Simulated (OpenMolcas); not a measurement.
# Sn: CASPT2 settings compared

```
Program             : OpenMolcas 26.06
Basis               : ANO-R3 [8s7p5d3f2g1h]
Scalar Hamiltonian  : X2C, finite nucleus
Active space        : 4 electrons in 4 orbitals (5s 5p)
State averaging     : 2S+1 = 3 even, 3 roots; 2S+1 = 1 even, 6 roots kept (CI in the orbitals of an earlier block); 2S+1 = 5 odd, 1 root; 2S+1 = 3 odd, 5 roots kept (CI in the orbitals of an earlier block)
Spin-orbit coupling : state interaction with AMFI integrals over the reference wave functions, term energies averaged over their components
```

Methods on the same reference wave functions:
A. CASSCF
B. SS-CASPT2, IPEA 0.1 Eh, imaginary shift 0.4 Eh (closed shells correlated: 4d)
C. SS-CASPT2, IPEA 0.3 Eh, sigma2 regulariser 0.2 Eh (closed shells correlated: none)
D. SS-CASPT2, IPEA 0.5 Eh, imaginary shift 0.15 Eh (closed shells correlated: 4d)

Energies in cm-1 above 5s2 5p2 3P0, the measured ground level; measured values from NIST Handbook of Basic Atomic Spectroscopic Data.

| Level | A | B | C | D | Measured |
| --- | --- | --- | --- | --- | --- |
| 5s2 5p2 3P0 | 0.0 | 0.0 | 0.0 | 0.0 | 0.0 |
| 5s2 5p2 3P1 | 1458 | 1459 | 1516 | 1475 | 1692 |
| 5s2 5p2 3P2 | 3159 | 3040 | 3070 | 2990 | 3428 |
| 5s2 5p2 1D2 | 10565 | 8330 | 8140 | 7730 | 8613 |
| 5s2 5p2 1S0 | 17702 | 17670 | 15890 | 17140 | 17162 |
| 5s 5p3 5S* 2 | 28033 | 38900 | 33270 | 38220 | 39626 |

Deviations, from unrounded energies. A percentage is the sum of absolute deviations over the sum of measured energies, with the sign that they share, or ± where signs differ.

| Against measurement | Levels | A | B | C | D |
| --- | --- | --- | --- | --- | --- |
| mean absolute deviation (cm-1) | 5 | 2900 | 430 | 1700 | 590 |
| fine structure of the ground term (%) | 2 | -9.8 | -12.2 | -10.4 | -12.7 |
| other terms of the ground configuration (%) | 2 | +9.7 | ±3.0 | -6.8 | -3.5 |
| other configurations (%) | 1 | -29.3 | -1.8 | -16.0 | -3.5 |

B lies closest to measurement on these levels and A furthest from it. The largest miss of B in the table is 5s 5p3 5S* 2, by -730 cm-1. The ranking rests on the paired levels alone, and a cruder setting can come out closer through cancelling errors.

Among B to D the level of the table that moves most is 5s 5p3 5S* 2, by 5600 cm-1 (lowest in C, highest in B). Moves below CASPT2's spread within the term are not significant.

From A to B the spin-free energies of the other terms of 5s2 5p2 shown, above 3P, scale by factors of 0.70 to 1.00.

The lowest spin-free term lies below A's lowest term by 0.535 hartree in B, 0.040 hartree in C, 0.523 hartree in D.

Term energies are means over components that CASPT2 splits; among the terms shown or strongly mixed into the levels shown the widest spread is 58 cm-1 (5s2 5p2 1D, D). Over all roots computed the reference weight is 0.91 to 0.99 in C, 0.88 to 0.93 in D; the roots of lowest weight are the least certain, and an intruder state may touch them. Terms from blocks run as CI alone lack orbitals of their own. Terms of s pⁿ other than that of highest spin mix with s² pⁿ⁻² d, which this space lacks; all of them can be thousands of cm-1 off, and some have no real level of that name. Computed and measured levels are paired by configuration, term and J; levels that our copy of the source lacks, or whose pairing is in doubt (as where it misses far off the trend of its configuration), stay unpaired and out of the deviations. Levels of configurations outside the active space are missing. The table leaves out levels that lie high or whose names do not pair safely across all columns.

* marks odd parity.
